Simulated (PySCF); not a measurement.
# CH5ClFO4PSi

The system: CH5ClFO4PSi, a molecule drawn to mimic a surface site (built as: Si site whose three back bonds go to CH3, F, OP(=O)(OH)2; end group Cl); neutral, singlet. The structure, one conformer, was relaxed in the gas phase by PBE0-D3(BJ)/def2-SVP. No frequency run checks that it is a minimum.

SMILES: C[Si](F)(Cl)OP(=O)(O)O

```xyz
14

Si    0.342   -0.371   -1.294
C     1.004   -1.910   -0.554
F     1.509    0.732   -1.490
O    -0.810    0.373   -0.338
P    -0.592    0.920    1.166
O     0.512    0.259    1.882
O    -2.032    0.764    1.822
O    -0.485    2.512    0.981
Cl   -0.553   -0.649   -3.109
H     0.218   -2.677   -0.493
H     1.842   -2.308   -1.144
H     1.345   -1.671    0.466
H    -2.731    1.217    1.333
H     0.420    2.790    0.784
```
Atoms count from 1 in this order.

Shieldings: GIAO PBE0/pcSseg-1. Shifts are against computed references at the same level: C TMS (σ 184.4 ppm), H TMS (σ 31.27 ppm), Si TMS (σ 352.0 ppm). Core levels by delta-SCF with SCAN, pcX-2 on the ionised atom and pcseg-1 elsewhere, spin-free X2C (2p3/2 is the spin-free 2p value less a third of a first-order spin-orbit splitting); from the vacuum level, for chosen atoms.

Q: Give the NMR and core-level values of the distinct atoms.

A: 
| atoms | bonded to | σ (ppm) | δ (ppm) | core level (eV) |
| --- | --- | --- | --- | --- |
| Si1 | 1 C + 1 Cl + 1 F + 1 O | 356.9 | -4.9 | 2p3/2 109.44 |
| C2 | 1 Si + 3 H | 183.9 | 0.5 | 1s 291.00 |
| F3 | 1 Si | 296.5 | - | 1s 692.93 |
| O4 | 1 P + 1 Si | 167.1 | - | 1s 539.32 |
| P5 | 4 O | 325.5 | - | - |
| O6 | 1 P | 175.3 | - | - |
| O7 | 1 P + 1 H | 235.1 | - | - |
| O8 | 1 P + 1 H | 216.2 | - | - |
| Cl9 | 1 Si | 873.3 | - | 2p3/2 206.54 |
| H10 H11 H12 | 1 C | 30.34 | 0.93 | - |
| H13 | 1 O | 27.93 | 3.34 | - |
| H14 | 1 O | 27.86 | 3.41 | - |

Values are those of this one static structure, with the three H of a rotating XH3 group averaged; atoms that internal rotation interchanges would show their mean in an NMR spectrum.

Q: By CAM-B3LYP/def2-SVPD (TDDFT singlets, Tamm-Dancoff triplets, ionisation by delta-SCF), where does absorption start, and what does vertical ionisation take?

A: The lowest singlet lies at 7.81 eV (f 0.019), the strongest of the first 6 at 8.67 eV (f 0.103), the lowest triplet at 7.54 eV; vertical ionisation takes 11.42 eV.
